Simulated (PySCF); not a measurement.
**Running PySCF for Cl²⁺**

Input:

```python
from pyscf import gto, scf, mp

mol = gto.M(
    atom='Cl 0 0 0',
    basis='cc-pvtz',
    charge=2,
    spin=3,
    verbose=4,
)
mf = scf.UHF(mol)
mf.kernel()
mp.MP2(mf).kernel()
mf.dip_moment()
print('orbital energies (hartree):', [e[max(0, n-3):n+3].round(4) for e, n in zip(mf.mo_energy, mol.nelec)])
```

```bash
$ OMP_NUM_THREADS=1 python input.py
```

Output (some set-up lines and the per-cycle HOMO/LUMO lines with their warnings removed):

```
PySCF version 2.14.0

[INPUT] verbose = 4
[INPUT] num. atoms = 1
[INPUT] num. electrons = 15
[INPUT] charge = 2
[INPUT] spin (= nelec alpha-beta = 2S) = 3
[INPUT] symmetry False subgroup None
[INPUT] Mole.unit = angstrom
[INPUT] Symbol           X                Y                Z      unit          X                Y                Z       unit  Magmom
[INPUT]  1 Cl     0.000000000000   0.000000000000   0.000000000000 AA    0.000000000000   0.000000000000   0.000000000000 Bohr   0.0

nuclear repulsion = 0
number of shells = 9
number of NR pGTOs = 59
number of NR cGTOs = 34
basis = cc-pvtz
ecp = {}

******** <class 'pyscf.scf.uhf.UHF'> ********
method = UHF
initial guess = minao
damping factor = 0
level_shift factor = 0
DIIS = <class 'pyscf.scf.diis.CDIIS'>
diis_start_cycle = 1
diis_space = 8
diis_damp = 0
SCF conv_tol = 1e-09
SCF conv_tol_grad = None
SCF max_cycles = 50
direct_scf = True
direct_scf_tol = 1e-13
number electrons alpha = 9  beta = 6
Set gradient conv threshold to 3.16228e-05
init E= -459.267133697532

cycle= 1 E= -458.059363216667  delta_E= 1.21  |g|= 0.492  |ddm|= 0.765
cycle= 2 E= -458.218911214367  delta_E= -0.16  |g|= 0.103  |ddm|= 0.545
cycle= 3 E= -458.222483106135  delta_E= -0.00357  |g|= 0.0181  |ddm|= 0.115
cycle= 4 E= -458.222752743081  delta_E= -0.00027  |g|= 0.00372  |ddm|= 0.0323
cycle= 5 E= -458.222763931836  delta_E= -1.12e-05  |g|= 0.000505  |ddm|= 0.00682
cycle= 6 E= -458.222764079916  delta_E= -1.48e-07  |g|= 1.59e-05  |ddm|= 0.000876
cycle= 7 E= -458.22276408001  delta_E= -9.4e-11  |g|= 1.23e-06  |ddm|= 2.62e-05
Extra cycle  E= -458.222764080011  delta_E= -7.39e-13  |g|= 2.33e-07  |ddm|= 1.46e-06
converged SCF energy = -458.222764080011  <S^2> = 3.750866  2S+1 = 4.000433

******** <class 'pyscf.mp.ump2.UMP2'> ********
nocc = (np.int64(9), np.int64(6)), nmo = (34, 34)
E(UMP2) = -458.350486954851  E_corr = -0.127722874840484
E(SCS-UMP2) = -458.345452853911  E_corr = -0.122688773900551
E_corr(same-spin) = -0.0352830875861883
E_corr(oppo-spin) = -0.0924397872542959

WARN: System has nonzero charge 2; the dipole moment is origin-dependent.
Location of origin: [0. 0. 0.]

Dipole moment(X, Y, Z, Debye):  0.00000,  0.00000,  0.00000
orbital energies (hartree): [array([-1.4586, -1.4586, -1.4586, -0.2302, -0.2302, -0.2302]), array([-9.0434, -9.0434, -1.7114, -0.7958, -0.7958, -0.7958])]
```

In short: E(SCF) = -458.222764 Eh, 7 cycles, E(MP2) − E(SCF) = -0.12772 Eh, ⟨S²⟩ = 3.751.

Hardware: Arm Neoverse V1, 1 thread, shared host. Wall time 0.93 s, peak memory 0.12 GiB.

No search for the lowest solution was made.
